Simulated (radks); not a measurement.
Values are calculated unless marked as measured or tabulated.
Problem. Sn XLV, 6 electrons, occupied as [He] 2s2 2p2. Level of theory: scalar-relativistic Kohn-Sham, PBEsol, spin-polarised, spherical densities, finite nucleus; open shells are filled with parallel spins first (spin-orbit coupling, left out, can overturn this in heavy ions); Fermi nuclear charge, rms radius 4.6519 fm (a radial shooting solver on a logarithmic mesh with Libxc functionals). Some entries of the table are withheld. Estimate them.

orbital,occ.,eigenvalue (eV),<1/r> (bohr^-1),<r^2> (bohr^2)
1s up,1,(1),53.17,0.001136
1s down,1,(2),53.20,0.001134
2s up,1,-7636.873,12.77,0.01679
2s down,1,-7592.591,12.72,0.01688
2p up,2,(3),12.24,0.01288
2p down,0,(4),12.21,0.01297

Solution. 
(1) 1s up eigenvalue (eV): -32805.29
(2) 1s down eigenvalue (eV): -32779.29
(3) 2p up eigenvalue (eV): -7293.172
(4) 2p down eigenvalue (eV): -7239.194
